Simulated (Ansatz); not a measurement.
Start from `[SiH3][CH2][SnH2][Cl]` and change one atom or group to get `[CH3][SnH2][CH2][SiH3]`.

Ansatz, PBE0-D4/def2-TZVP geometries, multiplicity 1. Each molecule was computed in one conformer, which needn't be the lowest.

Elements past krypton have def2 core potentials.

| property | `[SiH3][CH2][SnH2][Cl]` |
| --- | --- |
| HOMO energy (B3LYP/def2-TZVPP) / eV | -8.06 |
| size of the dipole moment (ωB97M-V/def2-TZVPP) / D | 2.91 |
| HOMO–LUMO gap (B3LYP/def2-TZVPP) / eV | 7.20 |
| HOMO energy (PBE/def2-TZVPP) / eV | -7.05 |
| HOMO energy (PBE0/def2-TZVPP) / eV | -8.30 |
| LUMO energy (ωB97M-V/def2-TZVPP) / eV | 1.01 |

(1) Give the same properties after the change, and the shifts. (Estimate.)

Answers

(1) Computed: 
| property | `[CH3][SnH2][CH2][SiH3]` | shift |
| --- | --- | --- |
| HOMO energy (B3LYP/def2-TZVPP) / eV | -7.79 | 0.27 |
| size of the dipole moment (ωB97M-V/def2-TZVPP) / D | 0.81 | -2.10 |
| HOMO–LUMO gap (B3LYP/def2-TZVPP) / eV | 7.75 | 0.55 |
| HOMO energy (PBE/def2-TZVPP) / eV | -6.87 | 0.18 |
| HOMO energy (PBE0/def2-TZVPP) / eV | -8.01 | 0.29 |
| LUMO energy (ωB97M-V/def2-TZVPP) / eV | 1.49 | 0.48 |

With PBE0 the HOMO rises by 0.29 eV and the LUMO rises by 0.78 eV, so the gap widens by about 0.49 eV. PBE moves the HOMO by 0.18 eV and ωB97M-V by 0.31 eV. Dipoles are sizes alone; their direction can turn.

B3LYP here is the variant with VWN-RPA as its local correlation; programs differ in this.
